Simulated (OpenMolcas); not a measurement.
W3+: effect of the IPEA shift

* Program: OpenMolcas 26.06
* Basis: ANO-RCC-VTZP [8s7p5d3f2g1h]
* Scalar Hamiltonian: DKH2, point nucleus
* Active space: 3 electrons in 9 orbitals (RAS2 5d 6s; RAS3 6p, at most 2 electrons)
* State averaging: 2S+1 = 4 even, 20 roots; 2S+1 = 2 even, 70 roots kept (CI in the orbitals of an earlier block); 2S+1 = 4 odd, 45 roots; 2S+1 = 2 odd, 90 roots kept (CI in the orbitals of an earlier block, 80 in the spin-orbit step)
* Spin-orbit coupling: RASSI with atomic mean-field integrals over the reference wave functions, term energies averaged over their components

Methods on the same reference wave functions:
A. RASSCF
B. MS-RASPT2, IPEA 0 Eh, imaginary shift 0.1 Eh (closed shells correlated: 5s 5p)
C. MS-RASPT2, IPEA 0.25 Eh, imaginary shift 0.1 Eh (closed shells correlated: 5s 5p)

Energies in cm⁻¹ above 5d³ ⁴F_3/2, the measured ground level; measured values from the list in J. Phys. B 45, 035001 (2012).

```tsv
Level	A	B	C	Measured
5d³ ⁴F_3/2	0.0	0.0	0.0	0.0
5d³ ⁴F_5/2	3552	3780	3750	3537
5d³ ⁴F_7/2	6982	7140	7130	6745
5d³ ⁴F_9/2 [72 %]	9892	9730	9780	9256
5d³ ⁴P_1/2 [56 %]	14038	12250	12450	11773
5d³ ²G_7/2	17679	16050	16340	15261
5d³ ²H_9/2 [51 %]	18718	17250	17420	
5d³ ⁴P_5/2	19569	18020	18080	17190
5d³ ²P_1/2 [56 %]	21156	19240	19470	18365
5d³ ²H_11/2	25690	23730	23900	22223
5d³ ²D_5/2(1)	26208	23860	24230	22766
5d³ ²F_5/2	33057	29350	29730	27938
5d³ ²F_7/2	33492	29800	30170	28412
5d² 6s ⁴F_3/2	36488	34840	34820	32692
5d² 6s ⁴F_5/2	39001	37240	37230	35094
5d² 6s ⁴F_7/2	42735	41140	41110	39030
5d² 6s ⁴F_9/2	46920	45320	45280	43224
5d³ ²D_5/2(2) [62 %]	50866	45820	45920	43287
5d² 6s ⁴P_1/2	51101	48170	48200	45517
5d³ ²D_3/2(2)	52312	46590	46830	
5d² 6s ⁴P_3/2	53138	50270	50300	47680
5d² 6s ²D_3/2 [74 %]	57738	54160	54250	51860
5d² 6s ²F_7/2 [75 %]	58581	55030	55080	52828
5d² 6s ²D_5/2 [59 %]	62098	58710	58770	56416
```

Deviations, from unrounded energies. A percentage is the sum of absolute deviations over the sum of measured energies, with the sign that they share, or ± where signs differ.

```csv
Against measurement,Levels,A,B,C
mean absolute deviation (cm-1),21,3800,1500,1700
fine structure of the ground term (%),3,+4.5,+5.6,+5.8
other terms of the ground configuration (%),9,+16.7,+5.3,+6.3
other configurations (%),9,+10.7,+5.1,+5.1
```

B lies closest to measurement on these levels and A furthest from it. The largest miss of B in the table is 5d² 6s ⁴P_1/2, by +2700 cm-1. The ranking rests on the paired levels alone, and a cruder setting can come out closer through cancelling errors.

Between B and C the level of the table that moves most is 5d³ ²F_5/2, by 380 cm-1 (lowest in B, highest in C). Moves below CASPT2's spread within the term are not significant.

The mean deviations of B to C differ by less than CASPT2's widest spread within a term (900 cm-1), so their order carries little weight.

From A to B the spin-free energies of the other terms of 5d³ shown, above ⁴F, scale by factors of 0.79 to 0.86, as is usual when dynamic correlation screens the repulsion within a d or f shell.

The lowest spin-free term lies below A's lowest term by 0.248 hartree in B, 0.242 hartree in C.

CASPT2 does not keep the components of a term degenerate, so their means are used; among the terms shown or strongly mixed into the levels shown the widest spread is 920 cm-1 (5d² 6s ²G, B). Some high roots are left out of the spin-orbit mixing, which shifts the levels that they would mix with. Terms from blocks run as CI alone lack orbitals of their own. A single d shell beside an s shell can misplace configurations of different d count against each other. Without dynamic correlation excited terms often stand tens of per cent too high (terms of higher spin than the ground term too low), and those without a measured partner can miss by more than the paired ones (holds for A). Blocks of more than 70 roots (2S+1 = 2 odd) ran without multistate coupling (holds for B; C). The CASPT2 spread within a term exceeds the gap to the next term for 5d² 6s ²F and 5d² 6s ²D, so the order of their levels is uncertain, and so are names and mixing where such terms share a J (holds for B). Measured partners are found by configuration, term and J. A level has none where our copy of the source lacks it or the pairing is in doubt (some pairs that miss far off the trend of their configuration count as doubtful), and it then counts in no deviation. Only configurations of the active space appear. The table leaves out levels that lie high or whose names do not pair safely across all columns.

A share in square brackets marks a mixed level and gives the weight of the term that names it, the lowest over the columns. A number in round brackets counts repeated terms of one configuration in the order of the reference energies.
